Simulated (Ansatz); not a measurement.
System: N-methyl-N-trichlorogermylmethanamine, C2H6Cl3GeN (charge 0, singlet). SMILES: C[N](C)[Ge]([Cl])([Cl])[Cl]
Coordinates optimised at B3LYP-D3(BJ)/def2-TZVP (Ansatz, an electronic-structure program):
```xyz
13

C     -2.5512     0.5739     0.3041
N     -1.5760    -0.4086    -0.1566
C     -1.9292    -1.7812     0.1893
Ge     0.1767     0.0497    -0.0624
Cl     0.4540     1.9805    -0.9523
Cl     0.9519     0.1560     1.9575
Cl     1.3478    -1.4038    -1.1173
H     -2.6825     0.5604     1.3938
H     -3.5175     0.3548    -0.1579
H     -2.2552     1.5769     0.0006
H     -2.0239    -1.9333     1.2722
H     -1.1849    -2.4758    -0.1969
H     -2.8888    -2.0257    -0.2739
```

Computed values are from Ansatz. Valence correlation only, unless marked. UHF or UKS for open shells. No spin-orbit coupling. Frozen are the shells of the preceding noble gas and the d and f shells that filled before the atom's block. Non-relativistic. CBS(X,Y): correlation extrapolated as X^-3; Hartree-Fock from the larger set.

Question: What is the T1 diagnostic at CCSD/def2-QZVPP?

Answer: 0.010.

Question: What is the total energy at CCSD(T)/CBS(def2-TZVPP,def2-QZVPP)?

Answer: -3589.4084 Eh.

Question: What is the atomisation energy De at CCSD(T)/CBS(def2-TZVPP,def2-QZVPP)?

Answer: 4566.1 kJ/mol.

Question: What is the dipole moment at CCSD(T)/def2-SVPD?

Answer: 2.71 D.
